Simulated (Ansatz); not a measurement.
H2S ··· H2Te

The pair of H2S (SMILES S, atoms 1–3) and H2Te (SMILES [TeH2], atoms 4–6), both closed shells, in one local arrangement (a lower one may exist), relaxed at PBE0-D4/def2-TZVP:

```tsv
atom	x (Å)	y (Å)	z (Å)
S1	-0.5157	-0.4208	-1.9543
H2	-0.2215	0.8868	-1.8954
H3	0.7736	-0.7732	-1.8384
Te4	-0.5451	0.2153	2.4515
H5	1.1084	0.2864	2.3934
H6	-0.5997	-0.1944	0.8432
```

Computed with Ansatz 0.2.0 (basis: def2-TZVPPD, with def2-QZVPPD for the basis limit); correlated methods freeze the cores. Filled d shells of the heavier atoms are correlated. Core potentials replace the inner electrons of the atoms past krypton. The def2 sets are not built for correlating such inner shells, so the correlated values are less sure here. Extrapolation: Hartree–Fock as exp(−7.88 √X), correlation as X^−2.97. Interaction energies count from these two fragments, frozen as in the pair, with the counterpoise correction; negative means bound.

**Question.** What is the interaction energy by CCSD(T) at an estimated basis limit (MP2 extrapolated from triple and quadruple zeta, plus CCSD(T) − MP2 in triple zeta)? (To be estimated.)

**Answer.** By the calculation: -4.4 kJ/mol. Hartree–Fock alone gives 4.8 kJ/mol at the basis limit, so without correlation the pair would not bind at this distance. Plain CCSD(T) in triple zeta gives -2.9 kJ/mol; the step to the limit is large here, so the limit is uncertain. It counts from the two fragments frozen as in the pair.

**Question.** Which atoms make the shortest contact between the fragments?

**Answer.** S1 and H6, 2.81 Å apart.

Basis-set superposition shift (counterpoise-corrected less uncorrected): CCSD(T) 2.3; MP2 2.3; HF 0.3; PBE0-D4 0.2; wB97M-V 0.3 kJ/mol.

The T1 diagnostic stays at or below 0.011.

For scale, one of the runs: CCSD(T)/def2-TZVPPD, 178 basis functions, launched by `ansatz run in.yaml --threads 2 --pin off --events-out ev --progress --plain --max-ram 5222MiB`. Time: 59 s of wall clock on 2 CPU threads of an Arm Neoverse V1; the host was shared. Peak host memory: 1.8 GiB.
